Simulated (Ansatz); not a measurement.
Consider the atomization: `CN1[SiH2][SiH2]1` → C• + 7 H• + N• + 2 Si•.

Program: Ansatz. Geometries: PBE0-D4/def2-TZVP. ΔE: electronic, gas phase. CCSD(T)/CBS adds triple-zeta CCSD(T) − MP2 to the extrapolated MP2 energy (def2 sets, frozen cores). This one scheme is used for every species, atoms too. DFT in def2-TZVPP. B3LYP here is the variant with VWN-RPA as its local correlation; programs differ in this. Open shells (•) are unrestricted, without spin–orbit coupling. Spin–orbit coupling would lower the free atoms: a little for C, Si.

`CN1[SiH2][SiH2]1`:

Z-matrix (Å, degrees):
```
C
N 1 1.441
H 1 1.094 2 110.9
H 1 1.094 2 110.9 3 119.4
H 1 1.096 2 111.8 3 -120.3
Si 2 1.730 1 139.9 3 -152.5
Si 2 1.730 1 139.9 3 32.2
H 6 1.489 2 116.8 1 68.5
H 6 1.490 2 117.5 1 -63.7
H 7 1.489 2 116.8 1 -68.5
H 7 1.490 2 117.5 1 63.7
```

CCSD(T)/CBS gives +3649.6 kJ/mol.

(1) Another level gave +3600.0 kJ/mol. Which?
A. B3LYP/def2-TZVPP
B. r2SCAN0/def2-TZVPP
C. r2SCAN-D4/def2-TZVPP
D. MP2/def2-TZVPP

Largest T1 diagnostic among the species: 0.013.

Answers

(1) B. r2SCAN0 3600.0, B3LYP 3619.8, MP2/def2-TZVPP 3559.6, r2SCAN-D4 3648.5 kJ/mol.

From PBE to PBE0 (25 % exact exchange), in def2-TZVPP and without D4, ΔE moves by −39.7 kJ/mol: exact exchange takes away binding that semilocal exchange gives to molecules. The D4 term adds +38.5 kJ/mol with B3LYP and +20.2 kJ/mol with PBE0; it sums over pairs of atoms, weighted by their polarisabilities, and B3LYP, whose exchange is more repulsive, gets the larger term.

For atomizations the MP2-based limit and the directly extrapolated one differ by several kJ/mol either way, and by 10 to 25 for some Ge, Se and Sn compounds, so smaller differences from it don't rank the levels.
